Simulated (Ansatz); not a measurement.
Reaction (formal hydrolysis of the Si–Cl bond): `S[SiH](S)Cl` + H₂O → `O[SiH](S)S` + HCl

Program: Ansatz. Geometries: PBE0-D4/def2-TZVP. ΔE: electronic, gas phase. CCSD(T)/CBS adds triple-zeta CCSD(T) − MP2 to the extrapolated MP2 energy (def2 sets, frozen cores). This one scheme is used for every species. DFT in def2-TZVPP. B3LYP here is the variant with VWN-RPA as its local correlation; programs differ in this. One conformer a species, not always the lowest.

`S[SiH](S)Cl`:

Z-matrix (Å, degrees):
```
Si
S 1 2.119
Cl 1 2.055 2 109.9
S 1 2.118 2 103.9 3 -122.1
H 1 1.478 2 114.3 3 118.0
H 2 1.344 1 93.6 3 -36.1
H 4 1.345 1 93.3 2 -155.7
```

H₂O:

```xyz
3

O    -0.122    0.343   -0.137
H     0.748   -0.049   -0.235
H    -0.627   -0.294    0.372
```

`O[SiH](S)S`:

```xyz
8

O     0.853   -1.588   -0.348
Si   -0.107   -0.466    0.355
S    -1.477    0.187   -1.147
S     0.888    1.218    1.204
H     1.370   -1.327   -1.113
H    -0.735   -1.157    1.497
H    -1.843    1.289   -0.473
H     1.051    1.843    0.025
```

HCl:

Cartesian coordinates in Å:
```
Cl -0.504 -0.357 0.165
H 0.504 0.357 -0.165
```

CCSD(T)/CBS gives -3.0 kJ/mol.

Another level gave -1.7 kJ/mol. Which?
A. B3LYP/def2-TZVPP
B. HF/def2-TZVPP
C. PBE0/def2-TZVPP
D. r2SCANh/def2-TZVPP

C. PBE0 -1.7, B3LYP -9.9, r2SCANh -5.8, HF/def2-TZVPP -14.4 kJ/mol.

Largest T1 diagnostic among the species: 0.012.

Leaving LDA and LC-ωPBE aside and taking each functional with its dispersion term where it has one, the values, not all of them listed here, spread over 14.0 kJ/mol, from CAM-B3LYP-D4 to revPBE-D4. LDA lies −5.9 kJ/mol from PBE without D4. The D4 term adds +3.5 kJ/mol with B3LYP and +1.8 kJ/mol with PBE0; it sums over pairs of atoms, weighted by their polarisabilities, and B3LYP, whose exchange is more repulsive, gets the larger term.
